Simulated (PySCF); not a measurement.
## Electron correlation in As²⁺ (arsenic, charge +2)

[Ar] 3d10 4s2 4p1, 2P determinant. Computed with PySCF 2.14 in cc-pVDZ-PP with ECP10MDF (4s3p2d, 23 functions), with a scalar-relativistic core potential. Frozen: 3s2 3p6 3d10; 3 electrons correlated.

MP2 pair energies summed by pair of shells (mhartree):

```csv
pair,energy,share (%)
4s-4s,-19.16,58.6
4s-4p,-13.54,41.4
```

Total MP2 correlation energy: -32.70 mhartree.

Same-spin part -2.10 and opposite-spin part -30.60 mhartree; SCS-MP2 scales them by 1/3 and 6/5 to -37.42 mhartree.

```csv
level,correlation energy (mhartree)
CCSD,-48.11
(T),-0.39
CCSD(T),-48.50
```

Diagnostics: T1 = 0.0077, D1 = 0.0187, largest double amplitude 0.097.

Is a single reference adequate?

Mostly. T1 lies below 0.03, but a double amplitude of this size points to a near-degeneracy that CCSD handles and MP2 describes poorly.
